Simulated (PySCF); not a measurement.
AlBFH2O, AlBH3O2, AlBH3NO, CH5BClSi and others (calculated)

All values are calculated (PySCF 2.14.0). Calculation on a computer-drawn molecule: the log of a Hartree-Fock and frozen-core CCSD(T) single point meant for a local Hartree-Fock minimum, with one planted fault or none, to be diagnosed. Offsets are logged minus clean, where the clean run is the same molecule without the fault. The reference is restricted for singlets and unrestricted otherwise, and also for a bond in bohr or an excited solution. Adding or removing an electron swaps singlet and doublet. The excited solution moves the top pair (singlet) or top alpha electron (doublet) to the lowest empty orbital. Highest occupied and lowest empty are orbital energies over both spins, largest force is the largest gradient component, triples share is (T) over the correlation energy, the T1 limit is 0.02 restricted and 0.045 unrestricted, electrons count all cores, a negative frequency is imaginary (commonest isotopes), and the dipole is about the centre of nuclear charge.

Common to all runs: logged SCF converged yes; possible faults no fault, one electron removed, one electron added, multiplicity raised by two, geometry at a saddle point, SCF held on an excited solution, minimal basis STO-3G, one bond length entered in bohr, all coordinates scaled.

```yaml
- entry: 1
  formula: AlBFH2O
  logged_structure:
    atoms_angstrom:
      - [B, -3.0198, 0.0744, 0.6308]
      - [O, -2.2791, 0.7903, -0.3309]
      - [Al, -1.4404, 1.6008, -1.4195]
      - [F, -0.5993, 2.4135, -2.5109]
      - [H, -2.548, -0.0058, 1.7182]
      - [H, -4.0539, -0.3887, 0.2733]
  given:
    meant_charge: 1
    meant_multiplicity: 1
    meant_basis: "cc-pV(D+d)Z"
    logged_electrons: 36
    logged_basis_functions: 75
    logged_spin_squared: 2.0181
    "logged_highest_occupied [eV]": -13.317
    "logged_lowest_empty [eV]": -8.419
    "logged_largest_force [hartree/bohr]": 0.12675
    logged_T1_diagnostic: 0.050891
    logged_D1_diagnostic: 0.29202
    logged_triples_share: 0.023844
    logged_CC_converged: "yes"
    "logged_dipole_magnitude [debye]": 7.6693
    logged_SCF_stable_within_its_kind: "yes"
    "logged_energy_HF [hartree]": -441.77704
    "logged_energy_CCSD(T) [hartree]": -442.2834
    drawn_bonds_atom: [1, 2, 3, 1, 1]
    drawn_bonds_other_atom: [2, 3, 4, 5, 6]
    drawn_bonds_order: [1, 1, 1, 1, 1]
  results:
    planted_fault: "multiplicity raised by two"
    "HF_energy_offset_from_clean_run [kcal/mol]": 93.26
    "CCSD(T)_energy_offset_from_clean_run [kcal/mol]": 102.9
  notes: ["T1 above single-reference limit"]
- entry: 2
  formula: AlBH3O2
  logged_structure:
    atoms_angstrom:
      - [B, -2.0996, 1.1635, 1.1878]
      - [O, -0.8428, 0.5937, 0.9562]
      - [Al, 0.5976, -0.0594, 0.6911]
      - [O, 2.0217, -0.7049, 0.4287]
      - [H, -2.1261, 2.2088, 1.7554]
      - [H, -3.0493, 0.5607, 0.8001]
      - [H, 2.8694, -1.0892, 0.2728]
  given:
    meant_charge: 1
    meant_multiplicity: 1
    meant_basis: "cc-pV(D+d)Z"
    logged_electrons: 36
    logged_basis_functions: 27
    logged_spin_squared: 0.0
    "logged_highest_occupied [eV]": -14.544
    "logged_lowest_empty [eV]": -0.1184
    "logged_largest_force [hartree/bohr]": 0.075801
    logged_T1_diagnostic: 0.024388
    logged_D1_diagnostic: 0.066456
    logged_triples_share: 0.063306
    logged_CC_converged: "yes"
    "logged_dipole_magnitude [debye]": 3.5105
    logged_SCF_stable_within_its_kind: "yes"
    "logged_energy_HF [hartree]": -412.72921
    "logged_energy_CCSD(T) [hartree]": -412.90556
    drawn_bonds_atom: [1, 2, 3, 1, 1, 4]
    drawn_bonds_other_atom: [2, 3, 4, 5, 6, 7]
    drawn_bonds_order: [1, 1, 1, 1, 1, 1]
  results:
    planted_fault: "minimal basis STO-3G"
    "HF_energy_offset_from_clean_run [kcal/mol]": 3272
    "CCSD(T)_energy_offset_from_clean_run [kcal/mol]": 3490
  notes: ["T1 above single-reference limit"]
- entry: 3
  formula: AlBH3O2
  logged_structure:
    atoms_angstrom:
      - [B, -2.0272, -2.4457, -1.7656]
      - [O, -2.0226, -1.3014, -1.123]
      - [Al, -1.5074, -0.4566, 0.3374]
      - [O, -0.0024, -0.3913, 0.9156]
      - [H, -2.2888, -2.4848, -2.9575]
      - [H, -1.8003, -3.5077, -1.2114]
      - [H, -2.8427, 0.2355, 0.9095]
  given:
    meant_charge: -1
    meant_multiplicity: 1
    meant_basis: "aug-cc-pV(D+d)Z"
    logged_electrons: 38
    logged_basis_functions: 128
    logged_spin_squared: 0.0
    "logged_highest_occupied [eV]": -4.8454
    "logged_lowest_empty [eV]": 3.2513
    "logged_largest_force [hartree/bohr]": 2.6037e-06
    "logged_lowest_frequency [cm^-1]": 52.489
    logged_T1_diagnostic: 0.02201
    logged_D1_diagnostic: 0.060798
    logged_triples_share: 0.033224
    logged_CC_converged: "yes"
    "logged_dipole_magnitude [debye]": 5.1441
    logged_SCF_stable_within_its_kind: "yes"
    "logged_energy_HF [hartree]": -418.22699
    "logged_energy_CCSD(T) [hartree]": -418.84579
    drawn_bonds_atom: [1, 2, 3, 1, 1, 3]
    drawn_bonds_other_atom: [2, 3, 4, 5, 6, 7]
    drawn_bonds_order: [1, 1, 1, 1, 1, 1]
  results:
    planted_fault: "no fault"
    "HF_energy_offset_from_clean_run [kcal/mol]": 0.0
    "CCSD(T)_energy_offset_from_clean_run [kcal/mol]": 0.0
  notes: ["T1 above single-reference limit"]
- entry: 4
  formula: AlBH3NO
  logged_structure:
    atoms_angstrom:
      - [B, -1.0188, -2.2249, 0.9131]
      - [O, -0.9087, -1.0502, 1.5711]
      - [Al, -0.7986, 0.4014, 2.3617]
      - ["N", -0.6942, 1.7895, 3.117]
      - [H, -1.7713, -2.308, -0.0205]
      - [H, -0.362, -3.1643, 1.2742]
      - [H, -0.6263, 2.6552, 3.5905]
  given:
    meant_charge: 0
    meant_multiplicity: 1
    meant_basis: "cc-pV(D+d)Z"
    logged_electrons: 36
    logged_basis_functions: 80
    logged_spin_squared: 0.0
    "logged_highest_occupied [eV]": -9.2657
    "logged_lowest_empty [eV]": 1.4011
    "logged_largest_force [hartree/bohr]": 2.9677e-05
    "logged_lowest_frequency [cm^-1]": 27.319
    logged_T1_diagnostic: 0.019797
    logged_D1_diagnostic: 0.049021
    logged_triples_share: 0.028839
    logged_CC_converged: "yes"
    "logged_dipole_magnitude [debye]": 2.2182
    logged_SCF_stable_within_its_kind: "yes"
    "logged_energy_HF [hartree]": -397.69581
    "logged_energy_CCSD(T) [hartree]": -398.22669
    drawn_bonds_atom: [1, 2, 3, 1, 1, 4]
    drawn_bonds_other_atom: [2, 3, 4, 5, 6, 7]
    drawn_bonds_order: [1, 1, 2, 1, 1, 1]
  results:
    planted_fault: "no fault"
    "HF_energy_offset_from_clean_run [kcal/mol]": 0.0
    "CCSD(T)_energy_offset_from_clean_run [kcal/mol]": 0.0
- entry: 5
  formula: AlBFH2O
  logged_structure:
    atoms_angstrom:
      - [B, 1.156, -4.0523, 0.2461]
      - [O, 1.7942, -2.8786, 0.3817]
      - [Al, 3.3588, -0.1516, 0.8049]
      - [F, 4.3893, -0.0587, 2.0944]
      - [H, 0.0894, -4.2178, 0.7821]
      - [H, 1.6514, -4.9286, -0.4163]
  given:
    meant_charge: 0
    meant_multiplicity: 2
    meant_basis: "cc-pV(D+d)Z"
    logged_electrons: 37
    logged_basis_functions: 75
    logged_spin_squared: 0.7652
    "logged_highest_occupied [eV]": -8.7014
    "logged_lowest_empty [eV]": 1.132
    "logged_largest_force [hartree/bohr]": 0.016103
    logged_T1_diagnostic: 0.030321
    logged_D1_diagnostic: 0.14918
    logged_triples_share: 0.021275
    logged_CC_converged: "yes"
    "logged_dipole_magnitude [debye]": 2.8632
    logged_SCF_stable_within_its_kind: "yes"
    "logged_energy_HF [hartree]": -442.13522
    "logged_energy_CCSD(T) [hartree]": -442.65985
    drawn_bonds_atom: [1, 2, 3, 1, 1]
    drawn_bonds_other_atom: [2, 3, 4, 5, 6]
    drawn_bonds_order: [1, 1, 1, 1, 1]
  results:
    planted_fault: "one bond length entered in bohr, row 2 of the drawn bonds"
    "HF_energy_offset_from_clean_run [kcal/mol]": 51.64
    "CCSD(T)_energy_offset_from_clean_run [kcal/mol]": 52.03
- entry: 6
  formula: AlBH3O2
  logged_structure:
    atoms_angstrom:
      - [B, 0.03, -1.0957, 2.2784]
      - [O, 0.1481, -0.5976, 1.0417]
      - [Al, 0.1606, 0.102, -0.4994]
      - [O, 1.4903, -0.1414, -1.5069]
      - [H, -0.4724, -2.1804, 2.4457]
      - [H, 0.4298, -0.4615, 3.2244]
      - [H, 2.2783, -0.6347, -1.3451]
  given:
    meant_charge: 0
    meant_multiplicity: 2
    meant_basis: "cc-pV(D+d)Z"
    logged_electrons: 37
    logged_basis_functions: 80
    logged_spin_squared: 0.7517
    "logged_highest_occupied [eV]": -9.1455
    "logged_lowest_empty [eV]": 0.9359
    "logged_largest_force [hartree/bohr]": 7.6422e-06
    "logged_lowest_frequency [cm^-1]": 61.117
    logged_T1_diagnostic: 0.01705
    logged_D1_diagnostic: 0.048135
    logged_triples_share: 0.022714
    logged_CC_converged: "yes"
    "logged_dipole_magnitude [debye]": 0.39305
    logged_SCF_stable_within_its_kind: "yes"
    "logged_energy_HF [hartree]": -418.20464
    "logged_energy_CCSD(T) [hartree]": -418.73686
    drawn_bonds_atom: [1, 2, 3, 1, 1, 4]
    drawn_bonds_other_atom: [2, 3, 4, 5, 6, 7]
    drawn_bonds_order: [1, 1, 1, 1, 1, 1]
  results:
    planted_fault: "no fault"
    "HF_energy_offset_from_clean_run [kcal/mol]": 0.0
    "CCSD(T)_energy_offset_from_clean_run [kcal/mol]": 0.0
- entry: 7
  formula: AlBH3O2
  logged_structure:
    atoms_angstrom:
      - [B, 0.03, -1.0957, 2.2784]
      - [O, 0.1481, -0.5976, 1.0417]
      - [Al, 0.1606, 0.102, -0.4994]
      - [O, 1.4903, -0.1414, -1.5069]
      - [H, -0.4724, -2.1804, 2.4457]
      - [H, 0.4298, -0.4615, 3.2244]
      - [H, 2.2783, -0.6347, -1.3451]
  given:
    meant_charge: 0
    meant_multiplicity: 2
    meant_basis: "cc-pV(D+d)Z"
    logged_electrons: 38
    logged_basis_functions: 80
    logged_spin_squared: 0.0
    "logged_highest_occupied [eV]": -0.52327
    "logged_lowest_empty [eV]": 7.6192
    "logged_largest_force [hartree/bohr]": 0.061631
    logged_T1_diagnostic: 0.019419
    logged_D1_diagnostic: 0.065843
    logged_triples_share: 0.025182
    logged_CC_converged: "yes"
    "logged_dipole_magnitude [debye]": 5.7992
    logged_SCF_stable_within_its_kind: "yes"
    "logged_energy_HF [hartree]": -418.19454
    "logged_energy_CCSD(T) [hartree]": -418.76604
    drawn_bonds_atom: [1, 2, 3, 1, 1, 4]
    drawn_bonds_other_atom: [2, 3, 4, 5, 6, 7]
    drawn_bonds_order: [1, 1, 1, 1, 1, 1]
  results:
    planted_fault: "one electron added"
    "HF_energy_offset_from_clean_run [kcal/mol]": 6.337
    "CCSD(T)_energy_offset_from_clean_run [kcal/mol]": -18.31
- entry: 8
  formula: CH5BClSi
  logged_structure:
    atoms_angstrom:
      - [B, -0.7568, 2.7667, -1.1607]
      - [Si, -1.1213, 0.9683, -2.036]
      - [C, -0.1499, -0.5798, -1.9103]
      - [Cl, -2.7463, 0.8932, -3.1739]
      - [H, -0.0912, 3.5551, -1.7525]
      - [H, -1.229, 2.976, -0.0892]
      - [H, 0.1707, -0.8867, -2.9115]
      - [H, -0.7885, -1.375, -1.5115]
      - [H, 0.7235, -0.455, -1.2685]
  given:
    meant_charge: 1
    meant_multiplicity: 1
    meant_basis: "cc-pV(D+d)Z"
    logged_electrons: 46
    logged_basis_functions: 99
    logged_spin_squared: 2.0173
    "logged_highest_occupied [eV]": -13.238
    "logged_lowest_empty [eV]": -8.0571
    "logged_largest_force [hartree/bohr]": 0.032067
    logged_T1_diagnostic: 0.020693
    logged_D1_diagnostic: 0.10329
    logged_triples_share: 0.032268
    logged_CC_converged: "yes"
    "logged_dipole_magnitude [debye]": 3.2815
    logged_SCF_stable_within_its_kind: "yes"
    "logged_energy_HF [hartree]": -813.51087
    "logged_energy_CCSD(T) [hartree]": -814.01784
    drawn_bonds_atom: [1, 2, 2, 1, 1, 3, 3, 3]
    drawn_bonds_other_atom: [2, 3, 4, 5, 6, 7, 8, 9]
    drawn_bonds_order: [1, 1, 1, 1, 1, 1, 1, 1]
  results:
    planted_fault: "multiplicity raised by two"
    "HF_energy_offset_from_clean_run [kcal/mol]": 94.66
    "CCSD(T)_energy_offset_from_clean_run [kcal/mol]": 92.66
- entry: 9
  formula: BH6N2Si
  logged_structure:
    atoms_angstrom:
      - [B, -2.1853, 2.029, 0.8967]
      - [Si, -1.1746, 0.6539, -0.2249]
      - ["N", -0.3618, 1.0972, -1.5842]
      - ["N", -1.1459, -0.9346, 0.2007]
      - [H, -2.736, 1.6595, 1.8831]
      - [H, -2.1945, 3.1601, 0.5315]
      - [H, -0.3383, 2.0489, -1.9066]
      - [H, 0.1589, 0.4825, -2.1852]
      - [H, -0.6754, -1.6691, -0.2987]
      - [H, -1.6169, -1.2772, 1.0198]
  given:
    meant_charge: 1
    meant_multiplicity: 1
    meant_basis: "cc-pV(D+d)Z"
    logged_electrons: 38
    logged_basis_functions: 95
    logged_spin_squared: 0.0
    "logged_highest_occupied [eV]": -9.1709
    "logged_lowest_empty [eV]": -12.132
    "logged_largest_force [hartree/bohr]": 0.19037
    logged_CC_converged: "no"
    "logged_dipole_magnitude [debye]": 10.375
    logged_SCF_stable_within_its_kind: "no"
    "logged_energy_HF [hartree]": -425.24684
    drawn_bonds_atom: [1, 2, 2, 1, 1, 3, 3, 4, 4]
    drawn_bonds_other_atom: [2, 3, 4, 5, 6, 7, 8, 9, 10]
    drawn_bonds_order: [1, 1, 1, 1, 1, 1, 1, 1, 1]
  results:
    planted_fault: "SCF held on an excited solution"
    "HF_energy_offset_from_clean_run [kcal/mol]": 361.7
  notes: ["CCSD not converged"]
- entry: 10
  formula: BH4O2Si
  logged_structure:
    atoms_angstrom:
      - [B, -0.5393, -0.7275, -0.7327]
      - [Si, 1.0683, -1.9514, -0.5324]
      - [O, 1.1984, -2.7302, 0.8218]
      - [O, 2.2063, -2.2099, -1.5849]
      - [H, -0.422, 0.4024, -0.3866]
      - [H, -1.5354, -1.1902, -1.1844]
      - [H, 1.8614, -3.3447, 1.1219]
      - [H, 2.3597, -1.8727, -2.4602]
  given:
    meant_charge: 1
    meant_multiplicity: 1
    meant_basis: "cc-pV(D+d)Z"
    logged_electrons: 38
    logged_basis_functions: 85
    logged_spin_squared: 2.011
    "logged_highest_occupied [eV]": -13.75
    "logged_lowest_empty [eV]": -8.5456
    "logged_largest_force [hartree/bohr]": 0.030518
    logged_T1_diagnostic: 0.021016
    logged_D1_diagnostic: 0.099146
    logged_triples_share: 0.025973
    logged_CC_converged: "yes"
    "logged_dipole_magnitude [debye]": 1.7801
    logged_SCF_stable_within_its_kind: "yes"
    "logged_energy_HF [hartree]": -465.31873
    "logged_energy_CCSD(T) [hartree]": -465.89133
    drawn_bonds_atom: [1, 2, 2, 1, 1, 3, 4]
    drawn_bonds_other_atom: [2, 3, 4, 5, 6, 7, 8]
    drawn_bonds_order: [1, 1, 1, 1, 1, 1, 1]
  results:
    planted_fault: "multiplicity raised by two"
    "HF_energy_offset_from_clean_run [kcal/mol]": 104.1
    "CCSD(T)_energy_offset_from_clean_run [kcal/mol]": 102.6
```
